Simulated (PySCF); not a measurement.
A structure optimised at ωB97X-D3(BJ)/def2-SVP, used in a PySCF frequency run:

```xyz
4

Ge     0.0000     0.0000     0.6111
Br     1.8668    -1.0778    -0.1863
Br    -1.8668    -1.0778    -0.1863
Br     0.0000     2.1557    -0.1863
```
Charge 0, spin multiplicity 2.

**Question.** Write its SMILES, formula and point group.

**Answer.** [Br][Ge]([Br])[Br], Br₃Ge, C3v

**Question.** What are its rotational constants (standard atomic weights)?

**Answer.** 0.85312, 0.85312, 0.45370 GHz
